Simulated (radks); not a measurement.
Results of a calculation; reference values are marked as such.
Task: Coherent X-ray form factor from a spherical all-electron density. Code: a radial shooting solver on a logarithmic mesh with Libxc functionals. Model: non-relativistic Kohn-Sham, TPSS, spin-polarised, spherical densities, point nucleus; meta-GGA in the generalised Kohn-Sham scheme.

sin(theta)/lambda (1/angstrom)  f0 (electrons)
0.05                                    62.764
0.1                                     62.068
0.15                                    60.943
0.2                                     59.438
0.25                                    57.614
0.3                                     55.540
0.4                                     50.918
0.5                                     46.068
0.6                                     41.353
0.8                                     33.068
1                                       26.664
1.25                                    21.117
1.5                                     17.651
2                                       13.808

The species is in the configuration that NIST lists as its ground one. Which atom or ion scatters so?

Result: The iridium ion Ir14+, [Kr] 4d10 4f14 5s2 5p1. Extrapolating in s^2 from the first two rows gives f0(0) = 63.0, near the electron count 63; among species with that count, the fall with angle is slower the higher Z, and the table is that of Z = 77; from so few rows the species is fixed only to a neighbour or two.
